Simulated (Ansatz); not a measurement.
Geometry optimisation, DFT LDA, scalar-relativistic, plane waves, PAW (Ansatz).

The input (input.yaml):

```yaml
crystal:
  lattice:
    - [5.048742, 0.0, 0.0]
    - [0.0, 5.048742, 0.0]
    - [0.0, 0.0, 16.835561]
  atoms:
    - { symbol: H, position: [0.42778688, 0.0, 0.05939808] }
    - { symbol: H, position: [0.07221316, 0.0, 0.05939808] }
    - { symbol: H, position: [0.92778692, 0.0, 0.05939808] }
    - { symbol: H, position: [0.5722132, 0.0, 0.05939808] }
    - { symbol: H, position: [0.42778688, 0.50000004, 0.05939808] }
    - { symbol: H, position: [0.07221316, 0.50000004, 0.05939808] }
    - { symbol: H, position: [0.92778692, 0.50000004, 0.05939808] }
    - { symbol: H, position: [0.5722132, 0.50000004, 0.05939808] }
    - { symbol: C, position: [0.25000002, 0.0, 0.09709804] }
    - { symbol: C, position: [0.75000006, 0.0, 0.09709804] }
    - { symbol: C, position: [0.25000002, 0.50000004, 0.09709804] }
    - { symbol: C, position: [0.75000006, 0.50000004, 0.09709804] }
    - { symbol: C, position: [0.25000002, 0.25000002, 0.15011083] }
    - { symbol: C, position: [0.75000006, 0.25000002, 0.15011083] }
    - { symbol: C, position: [0.25000002, 0.75000006, 0.15011083] }
    - { symbol: C, position: [0.75000006, 0.75000006, 0.15011083] }
    - { symbol: C, position: [0.0, 0.25000002, 0.20312361] }
    - { symbol: C, position: [0.50000004, 0.25000002, 0.20312361] }
    - { symbol: C, position: [0.0, 0.75000006, 0.20312361] }
    - { symbol: C, position: [0.50000004, 0.75000006, 0.20312361] }
    - { symbol: C, position: [0.0, 0.0, 0.2561364] }
    - { symbol: C, position: [0.50000004, 0.0, 0.2561364] }
    - { symbol: C, position: [0.0, 0.50000004, 0.2561364] }
    - { symbol: C, position: [0.50000004, 0.50000004, 0.2561364] }
    - { symbol: C, position: [0.25000002, 0.0969069, 0.30677326] }
    - { symbol: C, position: [0.75000006, 0.0969069, 0.30677326] }
    - { symbol: C, position: [0.25000002, 0.40309314, 0.28538996] }
    - { symbol: C, position: [0.75000006, 0.40309314, 0.28538996] }
    - { symbol: H, position: [0.25000002, 0.47911824, 0.3466211] }
    - { symbol: H, position: [0.75000006, 0.47911824, 0.3466211] }
    - { symbol: H, position: [0.58333338, 0.68504782, 0.32820769] }
    - { symbol: H, position: [0.4166667, 1.19896906, 0.33533546] }
basis:
  ecutwfc: 420.0
kpoints:
  mp_grid: { grid: [2, 2, 1] }
hamiltonian:
  xc: lda
  pseudopotentials: { kind: paw, azcp: { folder: soft_1 } }
scf:
  occupations: { method: gaussian, width: 0.05 }
  lower_state_search: "off"
relax:
  f_tol: 0.03
  max_steps: 60
  adjacent_minimum: "off"
  constraints: [{ sites: [0, 1, 2, 3, 4, 5, 6, 7, 8, 9, 10, 11, 12, 13, 14, 15] }]
```

Launched with:

```bash
$ ansatz run input.yaml --threads 1 --pin off --max-ram 3072MiB --backend cpu --events-out ev --progress --plain --runs-dir out
```

**Question.** Where does it end, and by what steps?

**Answer.** The forces met the threshold. Limits of this set-up: coarse k mesh, thin slab, slab without dipole correction, no dispersion correction for a molecule that may bind weakly, PAW files made for another functional. After 12 steps the energy has fallen by 14.138 eV; H31 moved furthest, 1.91 Å. The start is strongly strained (largest force component 8 eV/Å). Joined: C26–H31 (2.27 → 1.10 Å).

```tsv
step	energy less start (eV)	largest force component (eV/Å)	accepted
0	0.0000	8.211	yes
1	-4.8082	5.070	yes
2	-7.1379	2.826	yes
3	-8.6386	2.927	yes
4	-9.8356	3.492	yes
5	-10.9706	3.771	yes
6	-11.9852	2.984	yes
7	-12.6897	1.668	yes
8	-13.2855	1.772	yes
9	-13.7516	1.005	yes
10	-14.0230	0.564	yes
11	-14.1341	0.104	yes
12	-14.1382	0.005	yes
```

```xyz
32
Lattice="5.0487 0.0000 0.0000 0.0000 5.0487 0.0000 0.0000 0.0000 16.8356" Properties=species:S:1:pos:R:3
H 2.160 0.000 1.000
H 0.365 0.000 1.000
H 4.684 0.000 1.000
H 2.889 0.000 1.000
H 2.160 2.524 1.000
H 0.365 2.524 1.000
H 4.684 2.524 1.000
H 2.889 2.524 1.000
C 1.262 0.000 1.635
C 3.787 0.000 1.635
C 1.262 2.524 1.635
C 3.787 2.524 1.635
C 1.262 1.262 2.527
C 3.787 1.262 2.527
C 1.262 3.787 2.527
C 3.787 3.787 2.527
C 0.000 1.262 3.338
C 2.524 1.262 3.338
C 0.000 3.786 3.475
C 2.524 3.786 3.475
C 0.000 0.086 4.300
C 2.524 0.087 4.300
C 0.000 2.437 4.300
C 2.524 2.437 4.300
C 1.262 0.451 5.099
C 3.787 0.451 5.099
C 1.262 2.073 5.099
C 3.787 2.072 5.099
H 1.263 2.501 6.117
H 3.786 2.501 6.117
H 3.786 5.071 6.117
H 1.263 5.072 6.117
```

Whether the end is a true minimum wasn't checked by a vibrational analysis.

The run took 110 s on 1 thread of Arm Neoverse N1 (shared host), peak memory 0.53 GiB.
